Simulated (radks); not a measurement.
Problem. Coherent X-ray form factor from a spherical all-electron density. All-electron calculation, Dirac Kohn-Sham, BLYP, spin-unpolarised, spherical densities, finite nucleus; Fermi nuclear charge, rms radius of each element as measured or else 0.836 A^(1/3) + 0.57 fm. Program: a radial shooting solver on a logarithmic mesh with Libxc functionals.

sin(theta)/lambda (1/angstrom),f0 (electrons)
0.05,49.589
0.1,48.409
0.15,46.607
0.2,44.381
0.25,41.932
0.3,39.432
0.4,34.703
0.5,30.611
0.6,27.172
0.8,21.976
1,18.567
1.25,15.743
1.5,13.477
2,9.544

The species is in the configuration that NIST lists as its ground one. Which atom or ion scatters so?

Solution. The lanthanum ion La7+, [Kr] 4d10 5s2 5p(1/2: 2, 3/2: 0). Extrapolating in s^2 from the first two rows gives f0(0) = 50.0, near the electron count 50; among species with that count, the fall with angle is slower the higher Z, and the table is that of Z = 57; from so few rows the species is fixed only to a neighbour or two.
